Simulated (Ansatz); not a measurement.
Correlation energies of `C[CH]1[NH][AlH]1` by basis set

```xyz
10

C     0.375    0.996   -0.816
C    -0.342    0.285    0.305
N     0.427   -0.802    1.003
Al   -0.954   -1.545    0.292
H    -0.305    1.665   -1.352
H     1.202    1.610   -0.435
H     0.799    0.295   -1.541
H    -0.796    1.004    0.995
H     1.282   -0.592    1.491
H    -1.689   -2.916    0.058
```

The species carries charge 0 and has multiplicity 1. The structure was optimised at the PBE0-D4/def2-TZVP level. Frozen core, restricted reference, the Gaussian-basis code of Ansatz. CBS rows extrapolate triple and quadruple zeta; past MP2 they add the triple-zeta difference.

```tsv
basis	HF (Eh)	MP2 corr.	CCSD corr.	(T)	CCSD(T) total
def2-SVP	-375.36139	-0.51710	-0.55886	-0.01831	-375.93856
def2-TZVPP	-375.59880	-0.63547	-0.66830	-0.02858	-376.29568
def2-QZVPP	-375.61253	-0.67764	–	–	–
CBS(def2)	-375.61442	-0.70887	-0.74171	as TZ	-376.38471
```
